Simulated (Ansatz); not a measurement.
Cartesian coordinates (Å):
```xyz
6

B      1.5595    -0.0075    -0.3544
C      0.2034    -0.0009    -0.3124
C     -1.1109     0.0054    -0.2719
H      2.7309    -0.0133    -0.3908
H     -1.6954    -0.9146    -0.2372
H     -1.6875     0.9310    -0.2707
```
Charge 0, spin multiplicity 1.

These are frozen-core CCSD(T)/cc-pVQZ // PBE0-D3(BJ)/def2-TZVP (Ansatz, a first-principles code) values and carry that method's errors. The restricted HF reference is unstable towards unrestricted orbitals.

```yaml
HF energy: -102.09695 Ha
MP2 correlation energy: -0.42745 Ha
```

**Question.** Estimate the CCSD correlation energy, the (T) correction, the total energy and the T1 diagnostic.

**Answer.** 
```
Quantity                        Result
-----------------------  -------------
CCSD correlation energy    -0.44753 Ha
(T) correction             -0.02397 Ha
CCSD(T) total energy     -102.56844 Ha
T1 diagnostic                    0.015
```
